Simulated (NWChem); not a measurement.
Molecule: SnHSI, singlet; SMILES [SH][Sn][I]

```xyz
4

Sn     0.6935    -1.0353    -0.0085
I     -0.1887     1.5650     0.0078
S     -1.5459    -2.0225    -0.0144
H     -1.0658    -3.2887    -0.0223
```
Atoms are numbered in this order, from 1.

Level: PBE0/def2-SVP with def2 effective core potentials on Sn, I (NWChem), optimised geometry, unscaled harmonic frequencies. Low-valent species are run as closed-shell singlets; no triplet was tried in these runs. def2 effective core potentials on Sn, I; no spin-orbit coupling.

```json
[
 {"frequency (cm⁻¹)": "86", "IR intensity (km/mol)": "0.8"},
 {"frequency (cm⁻¹)": "195", "IR intensity (km/mol)": "28.7"},
 {"frequency (cm⁻¹)": "323", "IR intensity (km/mol)": "16.2"},
 {"frequency (cm⁻¹)": "342", "IR intensity (km/mol)": "39.9"},
 {"frequency (cm⁻¹)": "655", "IR intensity (km/mol)": "9.1"},
 {"frequency (cm⁻¹)": "2695", "IR intensity (km/mol)": "0.5"}
]
```

- zero-point energy: 6.1 kcal/mol
- thermal correction to the enthalpy at 298.15 K (with zero-point energy): 9.9 kcal/mol
- heat capacity Cv: 13.9 cal/(mol K)
- entropy at 298.15 K and 1 atm (symmetry number 1): 80.9 cal/(mol K)

Rigid rotor and harmonic oscillator; modes under 100 cm⁻¹ make the entropy uncertain.
